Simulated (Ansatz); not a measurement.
C2H6Fe⁺, that is FeMe2 with one electron fewer. The state is a quartet with charge 1. Geometry PBE0-D4/def2-TZVP, that of the neutral quintet; atoms count from 1.

```xyz
9

Fe    0.023   -0.097    0.056
C     1.806    0.732    0.552
H     2.100    1.505   -0.167
H     2.615   -0.007    0.576
H     1.778    1.208    1.540
C    -1.804   -0.740   -0.547
H    -2.606   -0.328    0.078
H    -1.896   -1.832   -0.508
H    -2.016   -0.439   -1.580
```

The charge 1 quartet is spin-contaminated (final ⟨S²⟩ up to 4.73, 3.75 for a pure state). At PBE0-D4/def2-TZVP a sextet of charge 1 lies 1.47 eV below the quartet at the same geometry.

(1) Estimate the Mulliken populations from the PBE0/def2-TZVP orbitals of Ansatz.

(2) Where does the spin sit?

(3) And the Mayer bond orders between heavy atoms (over 0.3)?

## Answers

(1) 
```csv
atom,charge (e),spin (α − β),d electrons
Fe1,0.69,2.12,6.35
C2,-0.48,0.35,–
H3,0.21,0.01,–
H4,0.21,0.01,–
H5,0.21,0.01,–
C6,-0.47,0.46,–
H7,0.21,0.01,–
H8,0.21,0.01,–
H9,0.21,0.01,–
```
Mulliken values depend strongly on the basis.

(2) Summed by element: Fe 2.12, C 0.81, H 0.07, of 3 unpaired in all. Largest on single atoms: Fe1 2.12, C6 0.46, C2 0.35.

(3) Fe1–C2 0.79 (2.03 Å); Fe1–C6 0.70 (2.03 Å).
